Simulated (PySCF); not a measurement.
Correlation energy of V⁺ (vanadium, charge +1)

[Ar] 3d4, high-spin 5D determinant. All numbers are calculated (PySCF 2.14, the spin-free X2C one-electron Hamiltonian (Gaussian nucleus), in x2c-QZVPPall). Frozen: [Ar]; 4 electrons correlated.

```tsv
level	correlation energy (mhartree)
CCSD	-54.06
(T)	-0.99
CCSD(T)	-55.05
```

Diagnostics: T1 = 0.010, D1 = 0.0156, largest double amplitude 0.025.

Cost of the coupled-cluster step: of the order of 29 core-seconds, for 4 correlated electrons.

Iterations:

```
CC2 = 0
CCSD nocc = (np.int64(4), np.int64(0)), nmo = (87, 87)
frozen orbitals [[0, 1, 2, 3, 4, 5, 6, 7, 8], [0, 1, 2, 3, 4, 5, 6, 7, 8]]
max_cycle = 100
direct = 0
conv_tol = 1e-08
conv_tol_normt = 1e-06
diis_space = 8
diis_start_cycle = 0
Init t2, MP2 energy = -0.0478735473413592
Init E_corr(UCCSD) = -0.0478735473615873
cycle = 1  E_corr(UCCSD) = -0.0528120893557284  dE = -0.00493854199  norm(t1,t2) = 0.0230025
cycle = 2  E_corr(UCCSD) = -0.0536644293837992  dE = -0.000852340028  norm(t1,t2) = 0.00861364
cycle = 3  E_corr(UCCSD) = -0.0540694154797356  dE = -0.000404986096  norm(t1,t2) = 0.00427327
cycle = 4  E_corr(UCCSD) = -0.0540378013547336  dE = 3.1614125e-05  norm(t1,t2) = 0.00115011
cycle = 5  E_corr(UCCSD) = -0.0540511744321133  dE = -1.33730774e-05  norm(t1,t2) = 0.000536054
cycle = 6  E_corr(UCCSD) = -0.0540591597347973  dE = -7.98530268e-06  norm(t1,t2) = 0.000231891
cycle = 7  E_corr(UCCSD) = -0.0540576200281795  dE = 1.53970662e-06  norm(t1,t2) = 0.00018255
cycle = 8  E_corr(UCCSD) = -0.054057590779741  dE = 2.92484385e-08  norm(t1,t2) = 0.00016887
cycle = 9  E_corr(UCCSD) = -0.0540579658387233  dE = -3.75058982e-07  norm(t1,t2) = 0.000136463
cycle = 10  E_corr(UCCSD) = -0.0540583828403125  dE = -4.17001589e-07  norm(t1,t2) = 7.53596e-05
cycle = 11  E_corr(UCCSD) = -0.0540578055500732  dE = 5.77290239e-07  norm(t1,t2) = 3.51042e-05
cycle = 12  E_corr(UCCSD) = -0.0540579864740596  dE = -1.80923986e-07  norm(t1,t2) = 8.56274e-06
cycle = 13  E_corr(UCCSD) = -0.0540580161390157  dE = -2.96649561e-08  norm(t1,t2) = 4.24744e-06
cycle = 14  E_corr(UCCSD) = -0.054057995489943  dE = 2.06490727e-08  norm(t1,t2) = 1.2707e-06
cycle = 15  E_corr(UCCSD) = -0.054057982773455  dE = 1.27164881e-08  norm(t1,t2) = 3.86704e-07
cycle = 16  E_corr(UCCSD) = -0.0540579793535997  dE = 3.41985526e-09  norm(t1,t2) = 2.08885e-07
UCCSD converged
E(UCCSD) = -947.9859541193449  E_corr = -0.05405797935359969
UCCSD(T) correction = -0.000985351781489664
```
